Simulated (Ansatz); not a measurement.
`CC(C)[Si]N` + H–F → `CC(C)[Si]F` + NH₃ at 500 K and 1 bar (ligand exchange at the Si–N bond).

Gas-phase electronic energies from Ansatz, PBE0-D4/def2-TZVP geometries. CCSD(T)/CBS is the MP2 limit (def2-TZVPP, def2-QZVPP) plus CCSD(T) − MP2 in def2-TZVPP, frozen cores. This one scheme is used for every species. One conformer a species, not always the lowest.

```csv
species,CCSD(T)/CBS energy (Eh),H − E (kJ/mol),S (J/(mol·K))
`CC(C)[Si]N`,-463.35613,365.9,421.5
H–F,-100.39570,39.4,188.7
`CC(C)[Si]F`,-507.26195,297.1,415.9
NH₃,-56.50880,108.2,211.8
```

H − E and S are ideal-gas, rigid-rotor, harmonic terms from PBE0-D4/def2-TZVP, for one conformer and one mirror image of each species. 1 Eh = 2625.50 kJ/mol, R = 8.31446 J/(mol·K).

**Question.** By hand: ΔE, ΔH, ΔS and ΔG.

**Answer.** ΔE = (-507.26195) + (-56.50880) − (-463.35613) − (-100.39570) = -0.01892 Eh = -49.7 kJ/mol. Δ(H − E) = 297.1 + 108.2 − 365.9 − 39.4 = 0.0, so ΔH = -49.7 kJ/mol. ΔS = 415.9 + 211.8 − 421.5 − 188.7 = 17.5 J/(mol·K). ΔG = -49.7 − 500 × (17.5)/1000 = -58.5 kJ/mol.

**Question.** By hand: the equilibrium constant, and the temperature at which ΔG would vanish if ΔH and ΔS stayed fixed.

**Answer.** log₁₀ K = −ΔG/(RT ln 10) = 6.1. ΔH and −TΔS have one sign here, so there is no such temperature.

ΔH outweighs TΔS. A doubt of 5 kJ/mol in ΔE shifts log₁₀ K by 0.5 here. Other conformers and mirror images would add mixing entropy, several J/(mol·K) or more a flexible species. Modes under 60 cm⁻¹, often nearly free rotors, make the harmonic entropy too high. These are equilibria of isolated gas molecules and say nothing of rates. Largest T1 diagnostic: 0.012 (customary marks: 0.02 for closed shells, 0.045 for open ones).
